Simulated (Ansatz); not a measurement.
Input file for Ansatz (an electronic-structure program): R-CCSD(T)/aug-cc-pVTZ on FH3 (a complex), monomers drawn apart or pushed together.

Ansatz 0.2 input:
```yaml
crystal:
  periodic: [false, false, false]
  atoms:
    - {symbol: F, position_ang: [0.06905009, 0.09156726, -0.12665757]}
    - {symbol: H, position_ang: [0.10900559, 0.08216204, 0.79901166]}
    - {symbol: H, position_ang: [0.58077544, 0.07695817, 3.01309559]}
    - {symbol: H, position_ang: [-0.16381804, 0.03856323, 3.04597313]}
basis:
  gaussian:
    orbitals: aug-cc-pVTZ
magnetization: {spin_polarized: false}
correlation: {method: ccsd_t, electrons: outside_noble_gas}
scf: {lower_state_search: off}
```

**Question.** What total energy does the run end on?

**Answer.** -101.5239 hartree (reference determinant -101.1944, T1 diagnostic 0.010).
